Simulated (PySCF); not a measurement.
**HGeO + Cl₂ → GeOCl + HCl**

Level: PBE0 in the def2-TZVP basis family, all electrons, no relativity, computed in PySCF with density fitting; open shells unrestricted.

```tsv
species	state and structure	E (Eh)	ZPE (kJ/mol)	H(298 K) − H(0) (kJ/mol)	S° (J/(mol K))
HGeO	doublet, Cs, Ge–H 1.599 Å, Ge–O 1.651 Å; H–Ge–O 112.8°	-2152.45195	18.9	10.7	256.5
Cl₂	singlet, D∞h, Cl–Cl 1.982 Å	-920.08940	3.5	9.1	222.5
GeOCl	doublet, Cs, Ge–Cl 2.167 Å, Ge–O 1.660 Å; Cl–Ge–O 119.4°	-2611.97693	8.3	12.6	294.0
HCl	singlet, C∞v, H–Cl 1.279 Å	-460.66440	17.9	8.7	186.6
```

(1) What is the electronic reaction energy?

(2) Add zero-point, thermal and entropy terms for 298.15 K and 1 bar.

Results:

(1) At PBE0/def2-TZVP, ΔE = -262.5 kJ/mol from the differences of the total energies times 2625.5, downhill. 

(2) ΔZPE = 3.8 and Δ[H(298) − H(0)] = 1.5 kJ/mol give ΔH° = -257.2 kJ/mol. ΔS° = 1.6 J/(mol K), so ΔG° = -257.2 − 298.15 × (0.0016) = -258 kJ/mol.

The structures come from searches over a few start shapes, so lower isomers are not excluded.
